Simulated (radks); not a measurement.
Values are calculated unless marked as measured or tabulated.
Question: Successive ionisation energies (eV) of one element, from differences of total energies of ions in their ground configurations, starting at charge 0: 4.314, 31.933, 46.897, 63.025, 80.183, 98.245. Code: a radial shooting solver on a logarithmic mesh with Libxc functionals. Model: Dirac Kohn-Sham, PBE, spin-unpolarised, spherical densities, point nucleus; open shells are shared between the two j in proportion to 2j + 1. Which element is it?

Answer: Potassium (Z = 19). The first species listed is K in [Ar] 4s1, the last K5+ in [Ne] 3s2 3p2.
